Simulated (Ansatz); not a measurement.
Ga(Cl)2(Me) (CH₃Cl₂Ga), SMILES [Cl][Ga]([Cl])[CH3].

The structure is a stationary point at PBE-D3(BJ)/def2-SVP. The structure was generated by enumeration; whether it is a known compound was not checked.

Two levels are set side by side: PBE/def2-SVPD (Ansatz, a first-principles code) and PBE0/def2-SVPD (Ansatz). Energy differences of separate SCF runs at the same geometry; the states with an electron removed or added have multiplicity 2 and 2. Differences are taken from unrounded values.

```csv
quantity,PBE
vertical ionisation energy (eV),10.45
vertical singlet–triplet gap (eV),5.35
```

Q: These are the PBE values. What does PBE0 give? (Estimate from the structure and the level; the computed values follow.)

A: 
| quantity | PBE0 | PBE minus PBE0 |
|---|---|---|
| vertical ionisation energy (eV) | 10.90 | -0.45 |
| vertical singlet–triplet gap (eV) | 5.85 | -0.50 |
